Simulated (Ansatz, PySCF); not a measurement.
Torsion H4–O1–Ge2–Cl3 in ClGeH3O (SMILES [OH][GeH2][Cl]); at each angle all else is relaxed with GFN2-xTB, and the levels are single points there.
Geometry at 300° (charge 0, multiplicity 1):
| atom | x (Å) | y (Å) | z (Å) |
|---|---|---|---|
| O | 1.2477 | 0.0444 | -0.4615 |
| Ge | -0.4026 | -0.1324 | 0.0325 |
| Cl | -0.4277 | -1.3939 | 1.7102 |
| H | 1.8891 | 0.4148 | 0.1420 |
| H | -1.0211 | -0.7802 | -1.1657 |
| H | -0.9973 | 1.2087 | 0.3918 |

On the grid 0° to 330°, 180° is the highest and 300° the lowest point at MP2/CBS(def2-TZVPP, def2-QZVPP) + ΔCCSD(T)/def2-TZVPP.

Frozen-core correlation. Filled d and f shells under p-block atoms count as core. Rows in 6-31G* carry no dispersion term and start afresh at each structure (6-31G* with six Cartesian d functions); the Pople sets are all-electron and without relativity.

The values were computed with Ansatz (a quantum-chemistry and plane-wave program); PySCF for 6-31G* rows, the dispersion terms. Values without a source in brackets are computed.

**Question.** What energy at 180° less that at 300° does PBE-D4/def2-TZVPP give?

**Answer.** 11 kJ/mol
